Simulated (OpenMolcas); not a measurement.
## How basis sets differ on CH2FNOSi (SMILES O=C=N[SiH2]F)

The species is CH2FNOSi (7 atoms), meant as a singlet with charge 0. As SMILES, `O=C=N[SiH2]F`. Geometry: relaxed at PBE0-D4/def2-TZVP. This is one conformer, not always the lowest.

```csv
atom,x (Å),y (Å),z (Å)
O,-0.5738,-2.9080,-0.5520
C,-0.3069,-1.8169,-0.2561
N,-0.0190,-0.7062,0.0761
Si,0.2121,0.9683,0.1889
F,-0.4202,1.6710,-1.0910
H,-0.4903,1.4703,1.3848
H,1.6593,1.2536,0.2037
```

Quantity: the dipole moment, in D. The values are calculated.

```csv
level,kind,program,value (D),CPU time
HF/ANO-R0 (sfX2C),Hartree–Fock,OpenMolcas,0.43,2 s
HF/ANO-S-MB,Hartree–Fock,OpenMolcas,2.88,3.5 s
HF/STO-3G,Hartree–Fock,OpenMolcas,2.35,4 s
HF/3-21G,Hartree–Fock,OpenMolcas,2.18,3.7 s
HF/cc-pVDZ,Hartree–Fock,OpenMolcas,2.01,11 s
```

The values span 0.43 to 2.88 D. Magnitudes only. Sets without polarisation functions give poor dipoles. Times are those of the runs behind each value, whatever else they computed, on shared processors of several kinds: orders of magnitude only.
